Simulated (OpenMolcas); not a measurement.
An atom or ion with 41 electrons was computed by SS-CASPT2, IPEA 0.25 Eh, imaginary shift 0.1 Eh with spin-orbit coupling (OpenMolcas, ANO-RCC-VTZP, DKH2). The lowest levels that the run gave, each within 12 % of the measured value where one is at hand:

| J | Parity | E (cm-1) | g |
| --- | --- | --- | --- |
| 5/2 | even | 0.0 | 1.994 |
| 5/2 | even | 31380 | 0.670 |
| 7/2 | even | 32240 | 0.998 |
| 11/2 | even | 32510 | 1.268 |
| 9/2 | even | 32710 | 1.172 |
| 5/2 | even | 34010 | 1.400 |
| 3/2 | even | 34960 | 1.483 |
| 1/2 | even | 36500 | 1.843 |
| 7/2 | even | 38430 | 1.409 |
| 1/2 | even | 40480 | 0.816 |
| 5/2 | even | 41150 | 1.428 |
| 3/2 | even | 41540 | 1.413 |

Q: Which ion is it, and what are the configurations and terms?

A: Ag6+ (Z = 47, charge +6; active space 5 electrons in 5 orbitals (4d)). J, parity and g give the terms where levels are pure, and mixed ones are named by the computed weights; the size of the splittings, set against known spectra of the 41-electron sequence, gives the charge. In order, with the measured energies in cm-1 (the list in Gamrath, thesis, University of Mons (2023)): 4d5 6S 5/2, 4d5 4G 5/2 (29390), 4d5 4G 7/2 (30378), 4d5 4G 11/2 (30662), 4d5 4G 9/2 (30907), 4d5 4P 5/2 [48 %], 4d5 4P 3/2 [55 %] (32994), 4d5 4P 1/2 [68 %] (34605), 4d5 4D 7/2 (36485), 4d5 4D 1/2 [69 %] (38685), 4d5 4D 5/2 [56 %] (39299), 4d5 4D 3/2 [55 %].

CASPT2 does not keep the components of a term degenerate, so their means are used; among the terms shown or strongly mixed into the levels shown the widest spread is 120 cm-1 (4d5 4G). Computed and measured levels are paired by configuration, term and J; levels that our copy of the source lacks, or whose pairing is in doubt (as where it misses far off the trend of its configuration), stay unpaired and out of the deviations. Levels of configurations outside the active space are missing.

A share in square brackets marks a mixed level and gives the weight of the term that names it.
